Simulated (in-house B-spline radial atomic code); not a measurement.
## Solving the quasi-particle equation for 4s of neutral calcium

Configuration [Ar] 4s2, start r2SCAN; correlation leaves out the 4 deepest shells, empty levels kept to 600 hartree. Computed with an all-electron radial atomic-structure program (B-spline basis): all electrons, scalar-relativistic (spin-free one-electron X2C), finite nucleus, each spin shell either full or empty, empty states to l = 9 with an (l + 1/2)⁻⁴ tail; G0W0 by contour deformation at full frequency.

At the mean-field level ε = -3.831 eV the matrix elements are Σx = -7.037 eV, v_xc = -5.617 eV and Σc(ε) = -1.45 eV, and the slope of the correlation self-energy is dΣc/dω = -0.2008. The quasi-particle energy solves E = ε + Σx − v_xc + Σc(E).

**Question.** What does the linearised equation give?

**Answer.** Z = 1/(1 − dΣc/dω) = 1/1.2008 = 0.8328. The first-order shift is Σx − v_xc + Σc(ε) = -7.037 − (-5.617) + (-1.45) = -2.870 eV, so E ≈ ε + Z × shift = -3.831 + 0.8328 × (-2.870) = -6.221 eV.

**Question.** How does that compare with the full solution and with static screening?

**Answer.** Solving the equation at full frequency dependence gives E = -6.237 eV, where Σc = -0.986 eV and the weight is 0.822; the linearised value is off by 15 meV. Leaving Z out would give -6.701 eV. Static COHSEX puts -2.771 eV in place of Σc and gives -8.022 eV, 1.79 eV deeper. The tabulated removal energy is 6.113 eV (NIST, measured); the run leaves out spin-orbit coupling, Breit and QED terms.
